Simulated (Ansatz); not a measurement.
Ansatz (a first-principles code) input (CCSD(T)/6-31G):

Ansatz 0.2 input:
```yaml
crystal:
  periodic: [false, false, false]
  atoms:
    - {symbol: C, position_ang: [0.01204274, 1.61571426, 0.99947096]}
    - {symbol: N, position_ang: [-0.28208269, 0.44702555, 0.32714344]}
    - {symbol: Ge, position_ang: [1.10955477, -0.58234019, -0.34591596]}
    - {symbol: C, position_ang: [-1.60792567, -0.13096400, 0.51986579]}
    - {symbol: C, position_ang: [-2.69340091, 0.62247227, -0.24427658]}
    - {symbol: H, position_ang: [-0.78609646, 2.13794790, 1.50530634]}
    - {symbol: H, position_ang: [0.92229267, 2.14096777, 0.75220701]}
    - {symbol: H, position_ang: [2.09213825, 0.38282286, -1.02651803]}
    - {symbol: H, position_ang: [0.47989716, -1.56316276, -1.34677533]}
    - {symbol: H, position_ang: [1.83486386, -1.35416606, 0.77853401]}
    - {symbol: H, position_ang: [-1.84737973, -0.14705469, 1.59055848]}
    - {symbol: H, position_ang: [-1.58959439, -1.17074826, 0.18751457]}
    - {symbol: H, position_ang: [-2.73584072, 1.66697419, 0.06592405]}
    - {symbol: H, position_ang: [-2.49439301, 0.59660748, -1.31685756]}
    - {symbol: H, position_ang: [-3.67135830, 0.17218351, -0.06094796]}
basis:
  gaussian:
    orbitals: 6-31G
magnetization: {spin_polarized: true, initial_magnetization: 1}
correlation: {method: ccsd_t, electrons: outside_noble_gas}
```

Output:

```
Functional definition: HF
integrals: 0.17 GiB planned
1083 factors; integrals over basis functions are off by at most 3.6e-4 eV
1.25 GiB of device memory are held for the factors and their scratch space
mean field: 0.60 GiB planned
mean field evaluation 1: about -61189.2600 eV, gradient 1.9e1 eV
mean field evaluation 2: about -61189.4185 eV, gradient 1.9e1 eV
mean field evaluation 4: about -61191.7959 eV, gradient 3.1e0 eV
mean field evaluation 8: about -61191.8822 eV, gradient 2.1e-1 eV
mean field evaluation 16: about -61191.8835 eV, gradient 2.4e-6 eV
mean field evaluation 32: about -61187.8355 eV, gradient 8.1e-1 eV
mean field -61191.88350510 eV, -2248.7602414642 hartree, gradient 2.4e-6 eV, S^2 0.761936; 0 other end points of the search recorded, 0 dependent functions left out
18 core orbitals not correlated
reference -61191.88350510 eV, -2248.7602414642 hartree; 16, 15 occupied and 51, 52 virtual orbitals, 1083 factors
second order -11.52970954 eV of doubles, -0.00000000 eV of singles
coupled cluster: 0.75 GiB planned
cycle   1  -12.52932837 eV  change    -1.0e0 eV  update   9.8e-2
cycle   2  -13.09041911 eV  change   -5.6e-1 eV  update   3.6e-2
cycle   3  -13.20709512 eV  change   -1.2e-1 eV  update   1.6e-2
cycle   4  -13.20807334 eV  change   -9.8e-4 eV  update   6.4e-3
cycle   5  -13.20756347 eV  change    5.1e-4 eV  update   2.7e-3
cycle   6  -13.20723642 eV  change    3.3e-4 eV  update   9.8e-4
cycle   7  -13.20697402 eV  change    2.6e-4 eV  update   3.2e-4
cycle   8  -13.20697578 eV  change   -1.8e-6 eV  update   1.3e-4
cycle   9  -13.20696345 eV  change    1.2e-5 eV  update   5.4e-5
cycle  10  -13.20695614 eV  change    7.3e-6 eV  update   1.9e-5
perturbative correction -0.31128069 eV, -0.0114393543 hartree
Total energy: -61205.40174193 eV, -2249.2570275046 hartree
```

It need not be the lowest isomer of its formula.
